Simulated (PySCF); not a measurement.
## Al⁺ (aluminium, charge +1) across methods

[Ne] 3p2, high-spin 3P determinant (an excited configuration). Calculation: PySCF 2.14, in aug-cc-pV(D+d)Z (5s4p3d, 32 functions); no relativity, point nucleus.

```
 method  E (hartree)  mean ε 2p α (eV)  mean ε 2p β (eV)  mean ε 3p α (eV)  Σ⟨r²⟩ (bohr²)   ⟨S²⟩
LC-wPBE    -241.6377           -87.154           -86.916           -13.991          21.61  2.000
    LDA    -240.6911           -81.297           -81.030           -11.011          21.63  2.000
wB97X-V    -241.6898           -88.114           -87.855           -13.605          21.95  2.000
    PBE    -241.6181           -81.275           -81.013           -11.071          21.62  2.000
   PBE0    -241.6333           -86.130           -85.800           -11.810          21.83  2.000
  B97-3    -241.7139           -86.440           -86.169           -11.714          21.82  2.000
    UHF   -241.27564           -99.575           -99.056           -13.589          22.94  2.000
r2SCANh    -241.7207           -84.795           -84.521           -11.454          21.85  2.000
```

Q: Estimate the same row for r2SCAN.

A: E (hartree) = -241.7255; mean ε 2p α (eV) = -83.052; mean ε 2p β (eV) = -82.804; mean ε 3p α (eV) = -11.181; Σ⟨r²⟩ (bohr²) = 21.78; ⟨S²⟩ = 2.000.
